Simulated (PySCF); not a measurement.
## Correlation energy of Ru²⁺ (ruthenium, charge +2)

[Kr] 4d5 5p1, high-spin 7P determinant (an excited configuration). All numbers are calculated (PySCF 2.14, a scalar-relativistic core potential, in def2-TZVPPD with the def2 core potential (28 electrons) (6s4p3d2f1g, 56 functions)). Frozen: 4s2 4p6; 6 electrons correlated.

MP2 pair energies summed by pair of shells (mhartree):

| pair | energy | share (%) |
| --- | --- | --- |
| 4d-4d | -58.99 | 79.7 |
| 4d-5p | -15.01 | 20.3 |

Total MP2 correlation energy: -74.00 mhartree.

Same-spin part -74.00 and opposite-spin part 0.00 mhartree; SCS-MP2 scales them by 1/3 and 6/5 to -24.67 mhartree.
